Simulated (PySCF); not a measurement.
BiF3, charge +1, doublet, at a GFN2-xTB geometry (such geometries of metal compounds can be far from the true shape) (a state made from the parent by changing its charge; the spin is typed, not shown lowest) (core potentials on Bi). Base run: M062X/def2-SVP run with PySCF.

Input for PySCF:
```python
from pyscf import gto, scf, dft, solvent

mol = gto.M(
    atom='''
Bi    0.00539053   -0.00444640    0.27764679
F    -1.34126465   -1.02334661   -0.84439520
F    -0.25189486    1.67918462   -0.82226540
F     1.54344688   -0.61483229   -0.89385982
''',
    basis='def2-svp',
    ecp={'Bi': 'def2-svp'},
    charge=1,
    spin=1,
    verbose=4,
)

mf = dft.UKS(mol)
mf.xc = 'm062x'
mf.kernel()
```

The base run was repeated with changes; each row names its change, and settings that it needs were set with it.

```csv
change,ΔE vs base (kJ/mol)
base,0.00
model = IEF-PCM; solvent = chloroform,-260.3
model = ddCOSMO; solvent = tetrahydrofuran,-308.9
model = IEF-PCM; solvent = tetrahydrofuran; lebedev_order = 11,-290.1
model = IEF-PCM; solvent = tetrahydrofuran; vdw_scale = 1.4,-230.0
model = IEF-PCM; solvent = tetrahydrofuran; lebedev_order = 41,-289.2
model = IEF-PCM; solvent = tetrahydrofuran; r_probe = 0.5,-219.6
model = IEF-PCM; solvent = 2-propanol,-321.1
model = IEF-PCM; solvent = tetrahydrofuran,-289.2
model = IEF-PCM; solvent = n-hexane,-148.8
model = IEF-PCM; solvent = tetrahydrofuran; vdw_scale = 1.1,-336.5
model = C-PCM; solvent = tetrahydrofuran,-293.8
```

The base is the gas phase, so ΔE is the electrostatic part of solvation at a fixed geometry, without cavity and dispersion terms.

Open shells are given as the SCF converged; they aren't shown to be the lowest states, and a large step between rows can be another state.
